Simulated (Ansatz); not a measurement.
Reaction (substitution at a C–N bond): `C[N]=[V]([F])([F])[F]` + `BNC=C` → `BN(C)C=C` + `[NH]=[V]([F])([F])[F]`

Program: Ansatz. Geometries: PBE0-D4/def2-TZVP. ΔE: electronic, gas phase. CBS: MP2 limit from def2 TZ/QZ plus the TZ coupled-cluster correction, frozen cores. DFT in def2-TZVPP. For V outer-core shells are correlated without core-valence functions, which leaves a few kJ/mol of doubt a bond. Scalar relativity is left out up to krypton. Each species was taken in one conformer, which may not be the lowest.

```json
{"level": "ωB97M-V", "ΔE (kJ/mol)": "30.8"}
{"level": "LC-ωPBE", "ΔE (kJ/mol)": "35.3"}
{"level": "CCSD(T)/def2-SVP", "ΔE (kJ/mol)": "36.4"}
{"level": "SCS-MP2/def2-TZVPP", "ΔE (kJ/mol)": "49.8"}
```

(1) What does CCSD(T)/CBS give? (An estimate is asked.)

Largest T1 diagnostic among the species: 0.029, so the coupled-cluster value is less sure than usual.

Answers

(1) The calculation gave: +33.8 kJ/mol. The listed levels differ from it by -3.0, 1.5, 2.6, 16.0 kJ/mol.

Leaving LDA and LC-ωPBE aside and taking each functional with its dispersion term where it has one, the values, not all of them listed here, spread over 14.7 kJ/mol, from ωB97M-V to B2PLYP. LDA lies −9.5 kJ/mol from PBE without D4. The D4 term adds −5.2 kJ/mol with B3LYP and −2.7 kJ/mol with PBE0; it sums over pairs of atoms, weighted by their polarisabilities, and B3LYP, whose exchange is more repulsive, gets the larger term. From BLYP to BHLYP (50 % exact exchange), in def2-TZVPP and without D4, ΔE moves by −4.2 kJ/mol.

B3LYP here is the variant with VWN-RPA as its local correlation; programs differ in this.
